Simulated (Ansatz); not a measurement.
Sb3⁺, relaxed as a singlet with RKS PBE-D4/def2-SVP in Ansatz, starting from the GFN2-xTB geometry. Force threshold 0.02 eV/Å.

In the def2 sets Sb takes a core potential; there is no spin–orbit coupling. The structure comes from a short search, and lower isomers may exist.

Start:

```tsv
atom	x (Å)	y (Å)	z (Å)
Sb1	1.871	0.741	1.024
Sb2	-2.156	0.232	-0.631
Sb3	0.285	-0.973	-0.393
```

```
step  energy (eV)  largest force component (eV/Å)  SCF passes
   1  -19605.0228                           0.639          95
   2  -19605.5271                           1.229          51
   3  -19606.2152                           1.610          37
   4  -19606.9525                           1.681          34
   5  -19607.5594                           0.785          33
   6  -19607.6379                           0.110          28
   7  -19607.6387                           0.010          27
```

Force components are those of the run's own axes.

End:

```xyz
3

Sb    1.0605    0.8746    0.8100
Sb   -1.4782    0.5533   -0.2336
Sb    0.4176   -1.4279   -0.5764
```

Bonds formed: Sb1–Sb2 (atoms count from 1). The end is the same structure that another start reached, the lowest one found.

No frequencies were taken in this run, so the end may be a saddle point.

Run time 6.5 s (4 threads of Arm Neoverse V1 on a shared host).
